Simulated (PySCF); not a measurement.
C$_{3}$H$_{7}$O$_{3}$ (SMILES COC(=O)[OH+]C), charge +1, singlet, geometry from GFN2-xTB, with bond 7-1 at 1.25 times its length; PySCF with PBE0/6-31G.

PySCF was given this input:
```python
from pyscf import gto, scf, dft

mol = gto.M(
    atom='''
C     2.436945    0.246000   -0.304260
O     1.067879   -0.083175   -0.648920
C     0.160729    0.050397    0.225021
O     0.022700    0.431928    1.313095
O    -1.124619   -0.529626   -0.477989
C    -2.399879   -0.122121    0.079044
H     2.499573    0.868990    0.904373
H     3.004990   -0.683780   -0.286058
H     2.811615    0.894159   -1.095063
H    -1.094256   -0.436771   -1.452867
H    -2.291991   -0.104075    1.163762
H    -2.697573    0.862865   -0.278680
H    -3.134280   -0.875455   -0.202052
''',
    basis='6-31g',
    charge=1,
    spin=0,
    verbose=4,
)

mf = dft.RKS(mol)
mf.xc = 'pbe0'
mf.kernel()
mo_i, mo_e, stable_i, stable_e = mf.stability(internal=True, external=True, return_status=True, nroots=6, tol=1e-6)
print('internally stable:', stable_i, ' externally stable:', stable_e)
if not stable_e:
    umf = mf.to_uhf() if not hasattr(mf, 'xc') else mf.to_uks()
    umf.scf_summary = {}
    umf.kernel(umf.make_rdm1(mo_e, umf.mo_occ))
```

The log (banner, timings and long lists left out):

```
PySCF version 2.14.0

[INPUT] verbose = 4
[INPUT] num. atoms = 13
[INPUT] num. electrons = 48
[INPUT] charge = 1
[INPUT] spin (= nelec alpha-beta = 2S) = 0
[INPUT] symmetry False subgroup None
[INPUT] Mole.unit = angstrom
[INPUT] Symbol           X                Y                Z      unit          X                Y                Z       unit  Magmom
[INPUT]  1 C      2.436945000000   0.246000000000  -0.304260000000 AA    4.605158630628   0.464872626643  -0.574968070660 Bohr   0.0
[INPUT]  2 O      1.067879000000  -0.083175000000  -0.648920000000 AA    2.017998844174  -0.157177970411  -1.226281076753 Bohr   0.0
[INPUT]  3 C      0.160729000000   0.050397000000   0.225021000000 AA    0.303733790275   0.095236527500   0.425228062276 Bohr   0.0
[INPUT]  4 O      0.022700000000   0.431928000000   1.313095000000 AA    0.042896783028   0.816225625531   2.481389925536 Bohr   0.0
[INPUT]  5 O     -1.124619000000  -0.529626000000  -0.477989000000 AA   -2.125221904482  -1.000848088449  -0.903268300555 Bohr   0.0
[INPUT]  6 C     -2.399879000000  -0.122121000000   0.079044000000 AA   -4.535114042095  -0.230775244058   0.149371511790 Bohr   0.0
[INPUT]  7 H      2.499573000000   0.868990000000   0.904373000000 AA    4.723508398357   1.642153104986   1.709017284451 Bohr   0.0
[INPUT]  8 H      3.004990000000  -0.683780000000  -0.286058000000 AA    5.678608107057  -1.292156929455  -0.540571275741 Bohr   0.0
[INPUT]  9 H      2.811615000000   0.894159000000  -1.095063000000 AA    5.313182317719   1.689715621815  -2.069369159145 Bohr   0.0
[INPUT] 10 H     -1.094256000000  -0.436771000000  -1.452867000000 AA   -2.067844150162  -0.825377569152  -2.745520725418 Bohr   0.0
[INPUT] 11 H     -2.291991000000  -0.104075000000   1.163762000000 AA   -4.331235269968  -0.196673246414   2.199191454176 Bohr   0.0
[INPUT] 12 H     -2.697573000000   0.862865000000  -0.278680000000 AA   -5.097674171021   1.630578532473  -0.526628876394 Bohr   0.0
[INPUT] 13 H     -3.134280000000  -0.875455000000  -0.202052000000 AA   -5.922930797702  -1.654370184381  -0.381822942921 Bohr   0.0

nuclear repulsion = 257.4489857552
number of shells = 44
number of NR pGTOs = 160
number of NR cGTOs = 68
basis = 6-31g
ecp = {}

******** <class 'pyscf.dft.rks.RKS'> ********
method = RKS
initial guess = minao
damping factor = 0
level_shift factor = 0
DIIS = <class 'pyscf.scf.diis.CDIIS'>
diis_start_cycle = 1
diis_space = 8
diis_damp = 0
SCF conv_tol = 1e-09
SCF conv_tol_grad = None
SCF max_cycles = 50
direct_scf = True
direct_scf_tol = 1e-13
XC library pyscf.dft.libxc version 7.1.2
    S. Lehtola, C. Steigemann, M. J. T. Oliveira, and M. A. L. Marques,  SoftwareX 7, 1–5 (2018)
XC functionals = pbe0
    C. Adamo and V. Barone,  J. Chem. Phys. 110, 6158 (1999)
    M. Ernzerhof and G. E. Scuseria,  J. Chem. Phys. 110, 5029 (1999)
radial grids:
    Treutler-Ahlrichs [JCP 102, 346 (1995); DOI:10.1063/1.469408] (M4) radial grids

becke partition: Becke, JCP 88, 2547 (1988); DOI:10.1063/1.454033
pruning grids: <function nwchem_prune>
grids dens level: 3
symmetrized grids: False
atomic radii adjust function: <function treutler_atomic_radii_adjust>
small_rho_cutoff = 0
Set gradient conv threshold to 3.16228e-05
Initial guess from minao.
tot grids = 153256
init E= -344.522662714755
cycle= 1 E= -343.170322705773  delta_E= 1.35  |g|= 0.902  |ddm|= 3.33
cycle= 2 E= -342.523804540575  delta_E= 0.647  |g|= 2.06  |ddm|= 2.35
cycle= 3 E= -343.329542675042  delta_E= -0.806  |g|= 0.364  |ddm|= 1.72
cycle= 4 E= -343.353897160717  delta_E= -0.0244  |g|= 0.0881  |ddm|= 0.318
cycle= 5 E= -343.355234964725  delta_E= -0.00134  |g|= 0.0254  |ddm|= 0.0647
cycle= 6 E= -343.355350753385  delta_E= -0.000116  |g|= 0.00606  |ddm|= 0.0201
cycle= 7 E= -343.355358227414  delta_E= -7.47e-06  |g|= 0.000912  |ddm|= 0.00557
cycle= 8 E= -343.355358439304  delta_E= -2.12e-07  |g|= 0.00024  |ddm|= 0.00106
cycle= 9 E= -343.355358455794  delta_E= -1.65e-08  |g|= 5.83e-05  |ddm|= 0.000305
cycle= 10 E= -343.355358456794  delta_E= -1e-09  |g|= 1.88e-05  |ddm|= 8.03e-05
Extra cycle  E= -343.355358456803  delta_E= -9.44e-12  |g|= 1.84e-05  |ddm|= 3.52e-05
converged SCF energy = -343.355358456803
rhf_internal: lowest eigs of H = [1.14995263 1.19753212 1.22453392 1.27472262 1.31445403 1.33957112]
<class 'pyscf.dft.rks.RKS'> wavefunction is stable in the internal stability analysis
rhf_real2complex: lowest eigs of H = [0.26640282 0.27945011 0.29357057 0.29625705 0.30943623 0.31385239]
<class 'pyscf.dft.rks.RKS'> wavefunction is stable in the real -> complex stability analysis
rhf_external: lowest eigs of H = [0.17852136 0.23100476 0.2364294  0.26117201 0.2769575  0.28045472]
<class 'pyscf.dft.rks.RKS'> wavefunction is stable in the RHF/RKS -> UHF/UKS stability analysis
internally stable: True  externally stable: True
```
